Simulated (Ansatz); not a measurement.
All values below come from frozen-core CCSD(T)/def2-TZVPD // CAM-B3LYP-D3(BJ)/def2-TZVPD (Ansatz, a quantum-chemistry and plane-wave program).

Ansatz 0.2 input:
```yaml
crystal:
  periodic: [false, false, false]
  atoms:
    - { symbol: O, position_ang: [-1.745103, 1.176175, -0.112474] }
    - { symbol: Si, position_ang: [-0.694965, 0.04235, -0.036702] }
    - { symbol: Se, position_ang: [1.527515, 0.929188, 0.090472] }
    - { symbol: H, position_ang: [-0.719731, -0.874867, 1.155541] }
    - { symbol: H, position_ang: [-0.569695, -0.897703, -1.204689] }
    - { symbol: H, position_ang: [2.20198, -0.375143, 0.107854] }
basis:
  gaussian: { orbitals: def2-TZVPD }
correlation:
  method: ccsd_t
total_charge: -1
```

Output:

```
Functional definition: HF
1104 factors; integrals over basis functions are off by at most 1.3e-3 eV
mean field evaluation 1: about -75251.0661 eV, gradient 3.0e1 eV
mean field evaluation 2: about -75251.1464 eV, gradient 3.0e1 eV
mean field evaluation 4: about -75253.5115 eV, gradient 3.4e0 eV
mean field evaluation 8: about -75253.5666 eV, gradient 2.9e-1 eV
mean field evaluation 16: about -75253.5672 eV, gradient 2.5e-6 eV
mean field -75253.56720490 eV, -2765.5175860802 hartree, gradient 2.5e-6 eV, S^2 0.000000; 0 other end points of the search recorded, 0 dependent functions left out
15 core orbitals not correlated
reference -75253.56720490 eV, -2765.5175860802 hartree; 15, 15 occupied and 137, 137 virtual orbitals, 1104 factors
second order -17.70558371 eV of doubles, -0.00000000 eV of singles
cycle   1  -17.60189045 eV  change    1.0e-1 eV  update   1.2e-1
cycle   2  -18.08495311 eV  change   -4.8e-1 eV  update   4.0e-2
cycle   3  -18.23012926 eV  change   -1.5e-1 eV  update   2.1e-2
cycle   4  -18.21863208 eV  change    1.1e-2 eV  update   5.7e-3
cycle   5  -18.21401429 eV  change    4.6e-3 eV  update   2.9e-3
cycle   6  -18.21504172 eV  change   -1.0e-3 eV  update   1.1e-3
cycle   7  -18.21519180 eV  change   -1.5e-4 eV  update   4.9e-4
cycle   8  -18.21494554 eV  change    2.5e-4 eV  update   2.3e-4
cycle   9  -18.21491651 eV  change    2.9e-5 eV  update   8.3e-5
cycle  10  -18.21501328 eV  change   -9.7e-5 eV  update   3.8e-5
cycle  11  -18.21498012 eV  change    3.3e-5 eV  update   1.6e-5
cycle  12  -18.21496958 eV  change    1.1e-5 eV  update   6.7e-6
perturbative correction -0.73333865 eV, -0.0269496982 hartree
Total energy: -75272.51551313 eV, -2766.2139235641 hartree
```

Cost: about 80 core-seconds (a rough figure).
